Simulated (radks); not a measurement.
Values are calculated unless marked as measured or tabulated.
Q: Kr V, configuration [Ar] 3d10 4s2 4p2. Level of theory: Dirac Kohn-Sham, BLYP, spin-unpolarised, spherical densities, finite nucleus; open shells are shared between the two j in proportion to 2j + 1; Fermi nuclear charge, rms radius 4.1884 fm (a radial shooting solver on a logarithmic mesh with Libxc functionals).

Spin-orbit splittings of the eigenvalues, e(l+1/2) - e(l-1/2), with zeta = 2 splitting/(2l+1) and mean radii in bohr:

shell  occ.  splitting (eV)  zeta (eV)  <r> j=l-1/2  <r> j=l+1/2
2p        6           53.89      35.93       0.1573       0.1613
3p        6           7.952      5.302       0.5326       0.5431
3d       10           1.315     0.5262       0.5499       0.5537
4p        2               ?          ?        1.585        1.609

Estimate the 4p splitting.

A: 0.9943 eV (zeta = 0.6629 eV).
